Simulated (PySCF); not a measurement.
# Ionisation energy along the 6-electron series

Calculated with PySCF 2.14 and a two-component X2C-1e Hamiltonian (Gaussian nucleus, no Breit or QED terms), each ion in its own even-tempered basis scaled to its charge; GMP2 freezes nothing and drops the highest virtual spinors. Values in eV. NIST values: (m) measured, (s) semi-empirical, (t) theoretical.

```json
{"ion": "Kr³⁰⁺", "configuration": "[He] 2s2 2p2", "GHF (spin-free)": "3564.9", "GMP2 (spin-free)": "3564.6", "GHF (screened spin-orbit)": "3589.3", "GMP2 (screened spin-orbit)": "3591.6", "NIST": "3584 ± 4 (s)"}
{"ion": "Rb³¹⁺", "configuration": "[He] 2s2 2p2", "GHF (spin-free)": "3791.6", "GMP2 (spin-free)": "3791.3", "GHF (screened spin-orbit)": "3820.8", "GMP2 (screened spin-orbit)": "3823.1", "NIST": "3815 ± 4 (s)"}
{"ion": "Sr³²⁺", "configuration": "[He] 2s2 2p2", "GHF (spin-free)": "4025.5", "GMP2 (spin-free)": "4025.2", "GHF (screened spin-orbit)": "4059.9", "GMP2 (screened spin-orbit)": "4062.3", "NIST": "4053 ± 4 (s)"}
```

Between Z = 36 and Z = 38 the GMP2 (screened spin-orbit) value grows as Z to the power 2.28.
